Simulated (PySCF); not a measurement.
Excitations are Tamm–Dancoff values on a coarser integration grid. The basis has no diffuse functions, so Rydberg states are missing or too high.

# F3Ga, SMILES `[F][Ga]([F])[F]` (charge 0, multiplicity 1)

Level of theory: PBE0-D4/def2-TZVP run with PySCF 2.14.0.

```yaml
HOMO: -11.77 eV
dipole_moment: 0.01 D
HOMO–LUMO gap: 9.43 eV
LUMO: -2.34 eV
S1 excitation (TDA): 7.56 eV
S1 oscillator strength: 0.000
brightest of the four lowest singlets (TDA): 7.83 eV
T1 excitation (TDA): 7.17 eV
S1–T1 gap (TDA): 0.39 eV
total_energy: -2224.1030 Ha
cost: very roughly 21 core-seconds
```

```xyz
4

F     -1.1408    -1.2930    -0.5362
Ga    -0.0123     0.0084    -0.4735
F      1.6669    -0.2948    -0.7170
F     -0.5619     1.6126    -0.1638
```
Charge 0, spin multiplicity 1.
